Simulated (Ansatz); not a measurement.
Calculated with Ansatz (gas phase, PBE0-D4/def2-TZVP geometries, no zero-point term in ΔE). CBS: MP2 limit from def2 TZ/QZ plus the TZ coupled-cluster correction, frozen cores. This one scheme is used for every species. DFT in def2-TZVPP. HSE06 is defined as in plane-wave codes. Each species was taken in one conformer, which may not be the lowest.

`F[SiH](Cl)Cl` + `O[SiH3]` → `F[SiH](Cl)O[SiH3]` + HCl  (ligand exchange at the Si–Cl bond)

(1) Is it downhill or uphill in electronic energy at CCSD(T)/CBS, and by how much? (Best estimate.)

(2) What do these levels give: LDA (SPW92), B97M-V, PBE0-D4, r2SCAN0-D4, HSE06-D4, ωB97X-V, B2PLYP, PBE-QIDH, BHLYP, HF/def2-SVP, SCS-MP2/def2-QZVPP, HF/CBS(def2)? (Best estimate.)

Largest T1 diagnostic among the species: 0.011.

Answers

(1) Ansatz gave: Downhill: ΔE = -9.0 kcal/mol.

(2) Ansatz gave: LDA (SPW92) -6.7, B97M-V -7.9, PBE0-D4 -7.0, r2SCAN0-D4 -8.3, HSE06-D4 -6.9, ωB97X-V -8.3, B2PLYP -8.7, PBE-QIDH -7.8, BHLYP -9.8, HF/def2-SVP -10.9, SCS-MP2/def2-QZVPP -9.2, HF/CBS(def2) -11.9 kcal/mol.

From BLYP to BHLYP (50 % exact exchange), in def2-TZVPP and without D4, ΔE moves by −2.5 kcal/mol. The D4 term adds −1.1 kcal/mol with B3LYP and −0.7 kcal/mol with PBE0; it sums over pairs of atoms, weighted by their polarisabilities, and B3LYP, whose exchange is more repulsive, gets the larger term. In def2-TZVPP, CCSD(T) changes the Hartree–Fock value by +1.7 kcal/mol (the triples alone add +0.5 kcal/mol) and MP2 by +2.7 kcal/mol.

B3LYP here is the variant with VWN-RPA as its local correlation; programs differ in this.
